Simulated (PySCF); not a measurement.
These are B3LYP-D3(BJ)/def2-TZVP // PBE0-D4/def2-SVP (PySCF 2.14.0) values and carry that method's errors. All species are isolated molecules in the gas phase. One relaxed conformer stands for a flexible species; it need not be the lowest. B3LYP has the VWN-RPA correlation part, as in Gaussian. Excitations are Tamm–Dancoff values on a coarser integration grid. The basis has no diffuse functions, so Rydberg states are missing or too high.

Reference species (SMILES): `Bc1cc2cccc(B)c2s1` (neutral, multiplicity 1).

```
Item                                            Value
-------------------------------------------  --------
LUMO                                         -2.75 eV
HOMO–LUMO gap                                 3.87 eV
S1–T1 gap (TDA)                               0.93 eV
brightest of the four lowest singlets (TDA)   4.55 eV
```

After one change: the LUMO increases by 0.28 eV; the HOMO–LUMO gap goes up by 0.40 eV; the S1–T1 gap (TDA) rises by 0.03 eV; the brightest of the four lowest singlets (TDA) rises by 0.03 eV.

### Question
Name the change that produced these shifts. The new species is one of these.
A. `Bc1ccc2cc(B)sc2c1`
B. `Bc1ccc2c(B)csc2c1`
C. `Bc1cc2c(B)cccc2s1`
D. `Bc1ccc(B)c2sccc12`

### Answer
B, `Bc1ccc2c(B)csc2c1`
